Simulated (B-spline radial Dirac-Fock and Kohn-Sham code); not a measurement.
Calculated with a radial finite-basis atomic code, using relaxed Dirac-Fock hole states (ΔSCF) with Breit and QED corrections and a finite nucleus. Free neutral atoms up to Cf, the lines Kα1, Kβ1, Lα1, Lβ1, Lβ2, Lγ1, Lℓ and Mα1 where both subshells are closed (so no Lα of most 3d metals and no Mα of most lanthanides); Na, Y were not searched.

Q: Os Lα1 is computed at 8911.1 eV. Which of the searched lines of other elements lie within 93 eV and could overlap it in an energy-dispersive spectrum?

A: Cu Kβ1 at 8902.9 eV (-8); Tl Lℓ at 8944.2 eV (+33).
